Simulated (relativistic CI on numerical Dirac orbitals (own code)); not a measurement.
## V⁴⁺ in a cubic cluster: 2p photoemission with charge transfer

Computed with a charge-transfer multiplet model of a cubic metal-ligand cluster with up to 2 ligand holes, Slater and spin-orbit integrals from Dirac-Coulomb-Breit ions, Slater integrals scaled by 0.9. The ground state mixes d1 with configurations of k ligand holes L, whose averages lie at kΔ + k(k − 1)U_dd/2; a core hole lowers each added d electron by U_cd. 300 K, Lorentzian 0.6 eV and Gaussian 0.8 eV FWHM.

Atomic integrals in eV (Slater integrals scaled, ζ unscaled), ground: F2dd 9.064, F4dd 5.680, zeta_d 0.029; with the core hole: F2dd 9.064, F4dd 5.680, zeta_d 0.047, zeta_core 4.606, F2cd 6.737, G1cd 5.189, G3cd 2.951. Where a configuration has fewer than two d electrons, the dd integrals are those of d2.

Cluster parameters (eV): U_dd = 4.6, U_cd = 5.8, 10Dq = 1.45, 10Dq(ligand) = 1, V(eg) = 1.5, V(t2g) = -0.67, final-state hopping factor = 1.

Weights, n_d and S are thermal averages at 300 K. Binding energies count from the first peak over 30 % of the highest in each spectrum, which can be another peak from case to case. The parameters are a model scan and need not match a compound or its usual spin state. Peaks in eV (height, largest 100): 0.0 (100), 7.7 (59), 11.6 (15), 13.8 (12).

(1) Which parameters give this spectrum?
A. Δ = 5.8 eV
B. Δ = 2.8 eV
C. Δ = -0.2 eV

Answers

(1) A. Δ = 5.8 eV; the ground state then has 1.24 d electrons and S = 0.50. The choice follows from running the model for each set and comparing peak positions and heights. The space is cut while the next configuration still counts.
